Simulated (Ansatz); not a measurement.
Compare A (`[SiH3]O[SiH]Cl`•) with its isomer B (`O[Si]([SiH3])Cl`•).

Gas-phase electronic energies from Ansatz, PBE0-D4/def2-TZVP geometries. CCSD(T)/CBS adds triple-zeta CCSD(T) − MP2 to the extrapolated MP2 energy (def2 sets, frozen cores). Functionals use def2-TZVPP. No spin–orbit coupling; open shells (•) take unrestricted orbitals. One conformer a species, not always the lowest.

Question: Which is lower in electronic energy at CCSD(T)/CBS, and by how much? (Best estimate.)

Answer: Computed: A, by 21.8 kcal/mol.

Question: Give E(B) − E(A) in kcal/mol with CCSD(T)/def2-TZVPP, r2SCAN-D4, ωB97M-V, MP2/def2-TZVPP, LDA (SPW92), PBE-D4, PBE0-D4. (An estimate is asked.)

Answer: Ansatz gave: CCSD(T)/def2-TZVPP 22.2, r2SCAN-D4 20.1, ωB97M-V 21.7, MP2/def2-TZVPP 24.3, LDA (SPW92) 15.3, PBE-D4 15.1, PBE0-D4 17.5. None reverses the order clearly.

Question: Does the order hold for the free energy at 298.15 K (harmonic terms from PBE0-D4)? (Estimate.)

Answer: The calculation gave: Yes: G(B) − G(A) = +23.0 kcal/mol, for one conformer each. Modes under 60 cm⁻¹, often nearly free rotors, make the harmonic entropy too high.

Largest T1 diagnostic: 0.015.

From PBE to PBE0 (25 % exact exchange), in def2-TZVPP and without D4, E(B) − E(A) moves by +2.5 kcal/mol. Leaving LDA and LC-ωPBE aside and taking each functional with its dispersion term where it has one, the values, not all of them listed here, spread over 9.3 kcal/mol, from PBE-D4 to BHLYP-D4.
